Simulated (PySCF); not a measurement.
Method: PBE-D3(BJ)/def2-TZVP // B3LYP-D3(BJ)/def2-TZVP in PySCF. All species are isolated molecules in the gas phase. One relaxed conformer stands for a flexible species; it need not be the lowest. Excitations are Tamm–Dancoff values on a coarser integration grid. The basis has no diffuse functions, so Rydberg states are missing or too high.

Reference species (SMILES): `SC(C)=O` (O–C–S–H torsion 180°) (neutral, multiplicity 1).

```
Property           Result
---------------  --------
LUMO             -1.78 eV
S1–T1 gap (TDA)   0.55 eV
```

Changed species: `SC1CC1` (H–S–C–C torsion 74°) (X = cyclopropyl; the reference has X = acetyl).

Problem. What does the change do to the LUMO and S1–T1 gap (TDA)?

Solution. the LUMO rises by 1.49 eV, to -0.29 eV; the S1–T1 gap (TDA) drops by 0.05 eV, to 0.50 eV.
